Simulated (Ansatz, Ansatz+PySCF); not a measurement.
```yaml
atoms:
  - { symbol: N, position_ang: [0.0000, 0.0000, -0.1308] }
  - { symbol: H, position_ang: [0.0000, 0.0000, 0.9159] }
```

Basis set: cc-pVDZ (spherical functions). Frozen core: 1 orbital. Charge 0, multiplicity 1.

Computed with Ansatz (development build ahead of 0.2.0); each method stands on the lowest determinant of its kind that the runs found. Restricted open shells among the atoms or ions are ROHF, correlated in semicanonical orbitals with singles. Restricted functionals stand beside restricted open-shell atoms, which can lie above the unrestricted atoms usual in DFT and then raise those values.

Question: Give the atomization energy at this shape (free ground-state atoms in the same class of orbitals less the molecule, no zero-point energy) of singlet NH by ωB97X (unrestricted), r²SCAN (unrestricted), PBE0 (unrestricted), PBE (unrestricted), ωB97X (restricted), r²SCAN (restricted), UHF-CCSDT(Q), UHF-CCSD(T), PBE0 (restricted), PBE (restricted), UHF-MP2, RHF-CCSD(T), RHF-MP2, UHF, RHF.

Answer:

```
               method  atomization energy
 ωB97X (unrestricted)             2.77 eV
r²SCAN (unrestricted)             2.91 eV
  PBE0 (unrestricted)             2.88 eV
   PBE (unrestricted)             3.04 eV
   ωB97X (restricted)             1.27 eV
  r²SCAN (restricted)             0.84 eV
         UHF-CCSDT(Q)             3.11 eV
          UHF-CCSD(T)             2.74 eV
    PBE0 (restricted)             1.02 eV
     PBE (restricted)             1.22 eV
              UHF-MP2             2.07 eV
          RHF-CCSD(T)             1.05 eV
              RHF-MP2             0.46 eV
                  UHF             1.17 eV
                  RHF            -0.82 eV
```

Caution: another spin multiplicity may lie lower. Caution for ωB97X (unrestricted), PBE0 (unrestricted), PBE (unrestricted), UHF-CCSDT(Q), UHF-CCSD(T), UHF-MP2, UHF: the unrestricted determinant is a mixture of spin states. Caution for r²SCAN (unrestricted): the unrestricted determinant is spin contaminated. Caution for ωB97X (restricted), r²SCAN (restricted), PBE0 (restricted), PBE (restricted), RHF-CCSD(T), RHF-MP2, RHF: an unrestricted determinant lies well below. Caution for UHF-CCSDT(Q), UHF-CCSD(T), UHF-MP2: a plain start can end on a higher determinant. Caution for UHF-CCSDT(Q), UHF-CCSD(T), UHF-MP2, RHF-CCSD(T), RHF-MP2: large amplitudes, a single reference is doubtful. Caution for UHF-CCSDT(Q): the amplitudes may be one of several solutions. Caution for UHF-CCSD(T): the program doubts this total.
